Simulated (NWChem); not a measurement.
Species: ScBrF2; SMILES [F][Sc]([F])[Br]

All runs: NWChem. Pople sets run with spherical d functions. The geometry was optimised at PBE0/def2-SVP. Vertical excitations in the gas phase; the lowest state need not have the same character in each row.

For level BHandHLYP/6-31G*, full TDDFT:

```
Item                             Result
-------------------------------  ------
lowest excitation, singlet (eV)    5.02
orbital gap (eV)                   7.64
```

### Question
What are these values for level B3LYP/6-31G*, full TDDFT?

### Answer
| Item | Value |
|---|---|
| lowest excitation, singlet (eV) | 4.07 |
| orbital gap (eV) | 5.12 |
